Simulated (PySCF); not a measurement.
A structure optimised at B3LYP-D3(BJ)/def2-SVP, used in a PySCF frequency run:

```
Sn
F 1 1.9499
F 1 1.9499 2 102.42
C 1 2.1459 2 106.17 3 111.13
H 4 1.0984 1 110.97 2 126.10
H 4 1.0986 5 110.21 1 119.25
H 4 1.0986 5 110.21 6 121.55
C 1 2.1459 2 106.17 3 -111.13
H 8 1.0984 1 110.97 2 -126.10
H 8 1.0986 9 110.21 1 -119.25
H 8 1.0986 9 110.21 10 -121.55
```
Charge 0, spin multiplicity 1.

Task: Write its SMILES, formula and point group.

Result: [CH3][Sn]([CH3])([F])[F], C₂H₆F₂Sn, Cs

Task: What are its rotational constants (standard atomic weights)?

Result: 2.8382, 2.4431, 2.3966 GHz
